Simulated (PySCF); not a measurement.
Job file and geometry (Å, from GFN2-xTB) of an NMR shielding run on `CC#[C][Al@H-]1[Cl+][Al@@-]([F])([Cl])[Cl+]1`, C3H4Al2Cl3F, GIAO PBE0/pcSseg-1 NMR shielding, non-relativistic, gas phase in PySCF 2.14.0, density-fitted response routines; density fitting, a coarse starting grid and PySCF grid level 2 are the driver's defaults:

```
$ OMP_NUM_THREADS=1 python probes_run.py task.json out

{"job": {"kind": "nmr", "xc": "PBE0", "basis": "pcSseg-1"}, "charge": 0, "multiplicity": 1}
C      2.563993     2.113305     0.364439
C      1.728578     0.960276     0.113197
C      1.024869    -0.008912    -0.095115
Al    -0.032924    -1.583508    -0.456503
Cl    -1.418117    -1.856206     1.224911
Al    -3.073425    -1.117556    -0.031410
F     -4.011880    -2.441454    -0.336147
Cl    -3.774698     0.677064     0.573707
Cl    -1.700743    -0.973521    -1.749925
H      2.170750     2.684503     1.205435
H      3.579054     1.792124     0.598602
H      2.591255     2.754333    -0.516799
H      0.348900    -2.999960    -0.912119
```

Q: Write the output of this run.

A: 
```
coarse grid: 14944 points
cycle   1  E = -2081.1057953961  dE =  1.032e+00  |g| = 7.605e-01  |ddm| = 3.834e+00
cycle   2  E = -2080.9987856554  dE =  1.070e-01  |g| = 1.138e+00  |ddm| = 1.738e+00
cycle   3  E = -2081.2229083419  dE = -2.241e-01  |g| = 1.314e-01  |ddm| = 9.352e-01
cycle   4  E = -2081.2260728799  dE = -3.165e-03  |g| = 5.118e-02  |ddm| = 1.488e-01
cycle   5  E = -2081.2264461087  dE = -3.732e-04  |g| = 3.459e-02  |ddm| = 5.733e-02
cycle   6  E = -2081.2267269634  dE = -2.809e-04  |g| = 4.171e-03  |ddm| = 2.709e-02
cycle   7  E = -2081.2267311829  dE = -4.220e-06  |g| = 1.196e-03  |ddm| = 5.506e-03
final grid: 125736 points
cycle   8  E = -2081.2822341503  dE = -4.431e-05  |g| = 6.186e-03  |ddm| = 3.427e-02
cycle   9  E = -2081.2822342111  dE = -6.081e-08  |g| = 5.469e-03  |ddm| = 1.371e-02
cycle  10  E = -2081.2822413850  dE = -7.174e-06  |g| = 1.125e-03  |ddm| = 6.550e-03
cycle  11  E = -2081.2822415666  dE = -1.816e-07  |g| = 6.495e-04  |ddm| = 1.170e-03
cycle  12  E = -2081.2822416692  dE = -1.026e-07  |g| = 1.039e-04  |ddm| = 5.293e-04
cycle  13  E = -2081.2822416710  dE = -1.784e-09  |g| = 3.249e-05  |ddm| = 8.122e-05
cycle  14  E = -2081.2822416712  dE = -1.837e-10  |g| = 6.890e-06  |ddm| = 2.812e-05
converged SCF energy = -2081.2822416712

GIAO shielding tensors (ppm)
atom      isotropic    diamagn.    paramagn.     s11        s22        s33       span
  0 C      180.627     251.824     -71.198    171.585    171.732    198.563     26.978
  1 C       69.948     273.912    -203.964    -32.358    -31.675    273.877    306.234
  2 C       95.917     252.549    -156.632      9.581     10.759    267.412    257.832
  3 Al     448.922     798.767    -349.845    399.321    402.863    544.582    145.261
  4 Cl     877.434    1152.724    -275.290    791.247    889.250    951.804    160.556
  5 Al     478.396     794.842    -316.446    413.156    449.266    572.766    159.610
  6 F      326.659     462.925    -136.266    282.391    297.997    399.589    117.199
  7 Cl     960.784    1149.917    -189.133    902.249    914.029   1066.073    163.824
  8 Cl     877.336    1152.755    -275.420    791.154    889.448    951.405    160.251
  9 H       29.589      29.814      -0.225     24.318     28.352     36.098     11.780
 10 H       29.600      26.317       3.283     24.409     27.686     36.705     12.296
 11 H       29.601      28.380       1.222     24.466     27.979     36.360     11.894
 12 H       27.384      29.048      -1.665     23.562     24.441     34.147     10.584
```

Size and cost of the density-fitted run: 208 basis functions, 88 s wall time on 1 thread of an Arm Neoverse N1, shared host; peak memory 0.9 GiB.
